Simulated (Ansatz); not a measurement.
Al₉P₉H₂₄, a nanocrystal cut from wurtzite AlP (hydrogen-capped), 42 atoms. Hardware: 2 threads of AMD EPYC 7R13 on a shared host and a share (18 GiB) of an NVIDIA H100 80GB HBM3.

Single mean-field runs in def2-SVP, def2-TZVP are fitted with def2-universal-jkfit.

Question: How many basis functions does each of these Ansatz runs have, and roughly what does it cost? PBE0-D4/def2-TZVP, charge -1 doublet at the geometry of the charge 0 singlet, energy; PBE-D4/def2-SVP, charge 0 singlet, energy, from earlier orbitals; PBE0-D4/def2-TZVP, charge 1 doublet at the geometry of the charge 0 singlet, energy; PBE-D4/def2-TZVP, charge 0 triplet at the geometry of the charge 0 singlet, energy, from earlier orbitals; PBE-D4/def2-SVP, charge 0 singlet, relaxation, 7 steps; PBE0-D4/def2-SVP, charge 0 singlet, energy, from earlier orbitals; PBE-D4/def2-TZVP, charge 1 doublet at the geometry of the charge 0 singlet, energy, from earlier orbitals; PBE0-D4/def2-TZVP, charge 0 triplet at the geometry of the charge 0 singlet, energy; PBE-D4/def2-TZVP, charge 0 singlet, energy and forces, from earlier orbitals; PBE-D4/def2-TZVP, charge -1 doublet at the geometry of the charge 0 singlet, energy, from earlier orbitals; r2SCAN-D4/def2-TZVP, charge 0 singlet, energy and forces, from earlier orbitals; PBE0-D4/def2-TZVP, charge 0 singlet, energy, from earlier orbitals.

Answer: Other jobs shared the machine, so times can vary by a factor of up to 3. A dash marks memory too small to be measured apart from the calling script's.

| run | functions | fitting or Cholesky vectors | wall time | peak host memory (GiB) |
| --- | --- | --- | --- | --- |
| PBE-D4/def2-SVP, charge 0 singlet, energy, from earlier orbitals | 444 | 2736 | 9.5 s | – |
| PBE0-D4/def2-SVP, charge 0 singlet, energy, from earlier orbitals | 444 | 2736 | 10 s | – |
| r2SCAN-D4/def2-TZVP, charge 0 singlet, energy and forces, from earlier orbitals | 810 | 2736 | 17 s | – |
| PBE-D4/def2-TZVP, charge 0 singlet, energy and forces, from earlier orbitals | 810 | 2736 | 17 s | – |
| PBE-D4/def2-TZVP, charge 1 doublet at the geometry of the charge 0 singlet, energy, from earlier orbitals | 810 | 2736 | 17 s | 1.5 |
| PBE0-D4/def2-TZVP, charge 0 singlet, energy, from earlier orbitals | 810 | 2736 | 17 s | – |
| PBE-D4/def2-TZVP, charge -1 doublet at the geometry of the charge 0 singlet, energy, from earlier orbitals | 810 | 2736 | 18 s | 1.5 |
| PBE0-D4/def2-TZVP, charge -1 doublet at the geometry of the charge 0 singlet, energy | 810 | 2736 | 23 s | 1.6 |
| PBE-D4/def2-TZVP, charge 0 triplet at the geometry of the charge 0 singlet, energy, from earlier orbitals | 810 | 2736 | 28 s | 1.5 |
| PBE0-D4/def2-TZVP, charge 0 triplet at the geometry of the charge 0 singlet, energy | 810 | 2736 | 29 s | 1.5 |
| PBE0-D4/def2-TZVP, charge 1 doublet at the geometry of the charge 0 singlet, energy | 810 | 2736 | 32 s | 1.5 |
| PBE-D4/def2-SVP, charge 0 singlet, relaxation, 7 steps | 444 | 2736 | 35 s | – |
